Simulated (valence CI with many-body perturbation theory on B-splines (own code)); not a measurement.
## Forbidden lines of Ge10+

Method: relativistic CI+MBPT: four valence electrons over a frozen Dirac-Fock core [Ar], a basis of 9 s, 9 p, 10 d, 8 f, 5 g, 3 h, 1 i functions for each j, with the one-electron correlation potential Σ1, the two-electron term Σ2, the three-electron term Σ3, Breit, model QED; selected CI, second order for the rest, scaled by the run's own slope (own B-spline code, finite nucleus).

No measured spectrum was set against this ion. As an estimate, terms of the open shell hold to 2 to 4 % of their energy, and close levels can change places. Core correlation moves these levels by up to 5500 cm⁻¹, and in measured spectra 5 to 20 % of such shifts remained as error; rates that hang on mixing are uncertain with them. Only levels of the ground parity were solved; by the run's estimate the other parity begins above the list, which can be wrong where configurations are misplaced.

Lines 51 to 100 of 120 in falling wavelength, among levels below 27.878 eV, chosen from the decays that carry over 1 % of a level's rate. Wavelengths and rates use the calculated energies, so an error of 2000 cm⁻¹ moves a line at 2796 Å by 5.6 % and its rate by three times that or more. Electric multipoles are in the length gauge, E1 and E2 with the static RPA response of the core. S is in atomic units (e²a₀⁴ for E2 and M2, e²a₀⁶ for E3), for M1 in squared Bohr magnetons. Weak lines are less certain than strong ones. Lines between different terms over intervals too small for the method are left out, as are lines whose strength nearly cancels.

Letters in brackets count levels of one name in rising energy.

| λ vac (Å) | Upper | Lower | Type | A (s⁻¹) | S (a.u.) |
| --- | --- | --- | --- | --- | --- |
| 2796 | 3d4 1D_2 [a] | 3d4 3F_2 [a] | M1 | 8.31e+00 | 3.37e-02 |
| 2764 | 3d4 1D_2 [a] | 3d4 3F_3 [a] | M1 | 1.62e+01 | 6.34e-02 |
| 2738 | 3d4 3H_4 | 3d4 5D_4 | M1 | 2.09e+00 | 1.43e-02 |
| 2593 | 3d4 3H_5 | 3d4 5D_4 | M1 | 2.13e-02 | 1.52e-04 |
| 2586 | 3d4 1F_3 | 3d4 3G_4 | M1 | 5.52e+00 | 2.48e-02 |
| 2586 | 3d4 3H_4 | 3d4 5D_3 | M1 | 4.21e-01 | 2.43e-03 |
| 2559 | 3d4 1D_2 [a] | 3d4 3P_1 [a] | M1 | 3.49e+00 | 1.08e-02 |
| 2528 | 3d4 1F_3 | 3d4 3G_3 | M1 | 4.32e+00 | 1.81e-02 |
| 2523 | 3d4 3P_0 [a] | 3d4 5D_1 | M1 | 6.42e+01 | 3.82e-02 |
| 2401 | 3d4 3P_2 [b] | 3d4 3D_1 | M1 | 5.51e-01 | 1.41e-03 |
| 2387 | 3d4 3F_3 [a] | 3d4 5D_4 | M1 | 1.97e+00 | 6.96e-03 |
| 2365 | 3d4 1F_3 | 3d4 3P_2 [a] | M1 | 4.08e-01 | 1.40e-03 |
| 2343 | 3d4 3F_4 [b] | 3d4 1G_4 [a] | M1 | 2.28e+00 | 9.80e-03 |
| 2341 | 3d4 3P_2 [b] | 3d4 3D_2 | M1 | 6.83e+00 | 1.63e-02 |
| 2325 | 3d4 3F_4 [a] | 3d4 5D_4 | M1 | 2.70e+01 | 1.13e-01 |
| 2323 | 3d4 3P_1 [a] | 3d4 5D_2 | M1 | 4.77e+01 | 6.65e-02 |
| 2305 | 3d4 3P_2 [b] | 3d4 3D_3 | M1 | 3.47e+00 | 7.87e-03 |
| 2305 | 3d4 3P_2 [b] | 3d4 3D_3 | E2 | 8.13e-01 | 2.36e-01 |
| 2270 | 3d4 3F_3 [a] | 3d4 5D_3 | M1 | 1.63e+01 | 4.94e-02 |
| 2268 | 3d4 3F_2 [b] | 3d4 3D_1 | M1 | 7.85e+00 | 1.70e-02 |
| 2249 | 3d4 3F_2 [a] | 3d4 5D_3 | M1 | 1.52e+00 | 3.21e-03 |
| 2229 | 3d4 1F_3 | 3d4 3F_4 [a] | M1 | 1.55e+00 | 4.47e-03 |
| 2214 | 3d4 3F_2 [b] | 3d4 3D_2 | M1 | 1.09e+01 | 2.19e-02 |
| 2214 | 3d4 3F_4 [b] | 3d4 3D_3 | M1 | 1.05e+01 | 3.81e-02 |
| 2214 | 3d4 3F_4 [a] | 3d4 5D_3 | M1 | 6.19e+00 | 2.24e-02 |
| 2202 | 3d4 3P_1 [a] | 3d4 5D_0 | M1 | 3.49e+00 | 4.14e-03 |
| 2177 | 3d4 3F_3 [a] | 3d4 5D_2 | M1 | 6.66e+00 | 1.78e-02 |
| 2175 | 3d4 1F_3 | 3d4 3F_3 [a] | M1 | 2.18e+00 | 5.83e-03 |
| 2157 | 3d4 3F_2 [a] | 3d4 5D_2 | M1 | 9.69e+00 | 1.80e-02 |
| 2095 | 3d4 3P_2 [a] | 3d4 5D_3 | M1 | 2.74e+01 | 4.67e-02 |
| 2090 | 3d4 3F_2 [a] | 3d4 5D_1 | M1 | 5.66e+00 | 9.59e-03 |
| 2070 | 3d4 3G_3 | 3d4 5D_4 | M1 | 7.51e-01 | 1.73e-03 |
| 2032 | 3d4 3G_4 | 3d4 5D_4 | M1 | 4.04e+00 | 1.13e-02 |
| 1981 | 3d4 3G_3 | 3d4 5D_3 | M1 | 5.12e+00 | 1.03e-02 |
| 1974 | 3d4 3G_5 | 3d4 5D_4 | M1 | 1.71e-01 | 5.37e-04 |
| 1947 | 3d4 1F_3 | 3d4 3H_4 | M1 | 1.26e+00 | 2.42e-03 |
| 1947 | 3d4 3G_4 | 3d4 5D_3 | M1 | 1.36e+00 | 3.36e-03 |
| 1909 | 3d4 3G_3 | 3d4 5D_2 | M1 | 2.27e+00 | 4.10e-03 |
| 1835 | 3d4 3F_4 [b] | 3d4 3G_5 | M1 | 6.79e+00 | 1.40e-02 |
| 1835 | 3d4 3F_4 [b] | 3d4 3G_5 | E2 | 1.42e+00 | 2.37e-01 |
| 1787 | 3d4 3F_4 [b] | 3d4 3G_4 | M1 | 3.25e+00 | 6.20e-03 |
| 1787 | 3d4 3F_4 [b] | 3d4 3G_4 | E2 | 9.92e-01 | 1.45e-01 |
| 1759 | 3d4 3F_4 [b] | 3d4 3G_3 | M1 | 2.60e+00 | 4.72e-03 |
| 1739 | 3d4 3F_2 [b] | 3d4 3G_3 | M1 | 1.71e+01 | 1.67e-02 |
| 1730 | 3d4 3P_2 [b] | 3d4 3P_2 [a] | E2 | 1.11e+00 | 7.71e-02 |
| 1667 | 3d4 3D_3 | 3d4 5D_4 | M1 | 1.60e+01 | 1.93e-02 |
| 1609 | 3d4 3F_4 [b] | 3d4 3F_4 [a] | M1 | 4.41e+00 | 6.13e-03 |
| 1609 | 3d4 3F_4 [b] | 3d4 3F_4 [a] | E2 | 1.11e+00 | 9.60e-02 |
| 1609 | 3d4 3D_3 | 3d4 5D_3 | M1 | 3.62e+00 | 3.91e-03 |
| 1600 | 3d4 1G_4 [a] | 3d4 5D_4 | M1 | 9.20e-01 | 1.26e-03 |
